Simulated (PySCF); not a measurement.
# C2H6OSSi: core ionisation energies

Species: C2H6OSSi.
Geometry (PBE0-D3(BJ)/def2-SVP, Å), atoms numbered from 1 in this order:
```xyz
11
C2H6OSSi angstrom
C     -1.707    0.307   -0.049
C     -0.266    0.658   -0.207
S      0.302    2.069   -0.821
O      0.539   -0.299    0.224
Si     2.253   -0.088    0.150
H     -1.943    0.248    1.027
H     -1.892   -0.693   -0.472
H     -2.353    1.052   -0.525
H      2.715   -1.383    0.723
H      2.710    0.042   -1.258
H      2.684    1.040    1.014
```

Method used: delta-SCF UKS SCAN, pcX-2 on the ionised atom, pcseg-1 elsewhere, spin-free X2C in PySCF. Each binding energy is the total energy of the core-ionised species, with the hole localised on one atom, minus that of the ground state; both are solved self-consistently, so orbital relaxation is included.

Task: What binding energy does each computed site have?

Result: 
| atom(s) | bonded to | level | binding energy (eV) | 2p1/2 (eV) | above the level's lowest (eV) | count |
| --- | --- | --- | --- | --- | --- | --- |
| C1 | C and 3 H | C 1s | 291.34 | – | 0.00 | 1 |
| C2 | O, S (double bond) and C | C 1s | 293.63 | – | +2.29 | 1 |
| S3 | C (double bond) | S 1s | 2476.20 | – | 0.00 | 1 |
| O4 | C and Si | O 1s | 539.08 | – | 0.00 | 1 |
| Si5 | O and 3 H | Si 2p3/2 | 107.75 | 108.38 | 0.00 | 1 |
| Si5 | O and 3 H | Si 1s | 1847.65 | – | 0.00 | 1 |

The listed C 1s values span 2.29 eV, from C1 (bonded to C and 3 H) to C2 (bonded to O, S (double bond) and C). Summing the Pauling electronegativity differences to the bonded atoms, each weighted by its formal bond order, gives -1.05 for the lowest site and +0.95 for the highest.

Task: Which effective nuclear charge Zeff reproduces each element's mean 1s value in the hydrogen-like formula E = 13.606 eV × Zeff²?

Result: C (Z = 6): mean 292.5 eV, Zeff = 4.64, Z − Zeff = 1.36; O (Z = 8): mean 539.1 eV, Zeff = 6.29, Z − Zeff = 1.71; Si (Z = 14): mean 1847.7 eV, Zeff = 11.65, Z − Zeff = 2.35; S (Z = 16): mean 2476.2 eV, Zeff = 13.49, Z − Zeff = 2.51. Means run over the listed sites, weighted by atom count.

Task: Which photon wavelength matches the C 1s of C1 threshold?

Result: λ = hc/E = 12398.42 eV Å / 291.34 eV = 42.557 Å.

Not every level is listed. Spin contamination (⟨S²⟩ against 0.75 for a pure doublet) is marked for C 1s of C2 (0.91), which makes this value less certain. For 2p shells one spin-free hole was relaxed; a mean-field spin–orbit operator and the ground-state splitting of the three 2p orbitals were then diagonalised within the shell. The shell's mean is (2 × 2p3/2 + 2p1/2)/3, and the degeneracies 2j + 1 give areas of 2:1. 2p1/2 minus 2p3/2 (ligand field included): Si 0.63 eV. Isolated species at its PBE0-D3(BJ)/def2-SVP geometry (one conformer only).
